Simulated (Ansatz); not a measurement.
A run for Ansatz (a first-principles code): U-CCSD(T)/def2-SVP on GeH4Zn (SMILES [ZnH][GeH3]), a point of a bond scan (R = 2.101 Å). The run froze 23 orbitals, filled d shells among them.

Ansatz 0.2 input:
```yaml
crystal:
  periodic: [false, false, false]
  atoms:
    - {symbol: Zn, position_ang: [-0.79249733, -0.19044021, -0.99305159]}
    - {symbol: H, position_ang: [-2.08843175, -0.50185832, -2.61694317]}
    - {symbol: Ge, position_ang: [0.69802652, 0.16773850, 0.87467341]}
    - {symbol: H, position_ang: [1.76167600, -0.94503435, 1.00571768]}
    - {symbol: H, position_ang: [1.47615712, 1.49788516, 0.76508854]}
    - {symbol: H, position_ang: [-0.04731304, 0.21384363, 2.22712655]}
basis:
  gaussian:
    orbitals: def2-SVP
correlation: {method: ccsd_t, electrons: outside_noble_gas}
scf: {omitted_lower_state_checks: [cluster_reference]}
magnetization: {spin_polarized: true, initial_magnetization: 0}
```

The log:

```
WARN ansatz: RAYON_NUM_THREADS=1 ignored (pool sized by the plan → 1); use --threads N
Functional definition: HF
these checks for a lower state are left out or cut short: cluster_reference
integrals: 0.12 GiB planned
816 factors; integrals over basis functions are off by at most 1.4e-3 eV
mean field: 0.48 GiB planned
mean field evaluation 1: about -104897.2294 eV, gradient 9.1e0 eV
mean field evaluation 2: about -104897.2508 eV, gradient 9.1e0 eV
mean field evaluation 4: about -104898.1535 eV, gradient 1.8e0 eV
mean field evaluation 8: about -104898.1740 eV, gradient 1.0e-3 eV
mean field evaluation 16: about -104896.7096 eV, gradient 6.6e0 eV
mean field -104898.17397731 eV, -3854.9367911299 hartree, gradient 2.6e-6 eV, S^2 0.000000; 2 other end points of the search recorded, 0 dependent functions left out
23 core orbitals not correlated
reference -104898.17397731 eV, -3854.9367911299 hartree; 10, 10 occupied and 50, 50 virtual orbitals, 816 factors
second order -11.08144725 eV of doubles, -0.00000000 eV of singles
coupled cluster: 0.25 GiB planned
cycle   1  -10.92972196 eV  change    1.5e-1 eV  update   9.8e-2
cycle   2  -11.35601635 eV  change   -4.3e-1 eV  update   4.0e-2
cycle   3  -11.46467695 eV  change   -1.1e-1 eV  update   2.0e-2
cycle   4  -11.45936264 eV  change    5.3e-3 eV  update   6.4e-3
cycle   5  -11.45956033 eV  change   -2.0e-4 eV  update   2.8e-3
cycle   6  -11.45969849 eV  change   -1.4e-4 eV  update   7.3e-4
cycle   7  -11.45946349 eV  change    2.3e-4 eV  update   2.6e-4
cycle   8  -11.45949053 eV  change   -2.7e-5 eV  update   9.5e-5
cycle   9  -11.45954606 eV  change   -5.6e-5 eV  update   3.4e-5
cycle  10  -11.45954256 eV  change    3.5e-6 eV  update   1.2e-5
perturbative correction -0.31413366 eV, -0.0115441991 hartree
Total energy: -104909.94765352 eV, -3855.3694657504 hartree
Checks for a lower state left out: cluster_reference
```

Self-consistency was reached.

Cost: very roughly 5 core-seconds.
